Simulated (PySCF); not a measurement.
C2H4F2OSi. Atoms are numbered in the order given.

```xyz
10

C     -0.0566     2.4339     0.0000
C      0.7229     1.3436     0.0000
Si     0.0242    -0.3536     0.0000
O     -1.6135    -0.2602     0.0000
F      0.5375    -1.2126    -1.2727
F      0.5375    -1.2126     1.2727
H     -1.1485     2.3552     0.0000
H      0.3626     3.4460     0.0000
H      1.8130     1.4666     0.0000
H     -2.1303    -1.0741     0.0000
```
Charge 0, spin multiplicity 1.

The structure is a stationary point at B3LYP-D3(BJ)/def2-SVP. This is a generated structure with no PubChem entry under its InChIKey; it may be hypothetical. The values are those of a single conformer.

Method: ωB97X/def2-TZVP run with PySCF.

Symmetry labels are those of the subgroup Cs that the program uses (full group Cs).

Task: List the valence orbital energies around the gap with their symmetry. (The exact figures need the calculation; the answer reports its results.)

Result: 
```tsv
orbital	symmetry	energy (eV)
HOMO−7	A'	-15.39
HOMO−6	A"	-14.80
HOMO−5	A"	-14.35
HOMO−4	A'	-14.31
HOMO−3	A'	-13.48
HOMO−2	A"	-12.70
HOMO−1	A'	-12.16
HOMO	A"	-10.94
LUMO	A"	1.26
LUMO+1	A'	2.75
LUMO+2	A'	3.82
LUMO+3	A'	4.11
```
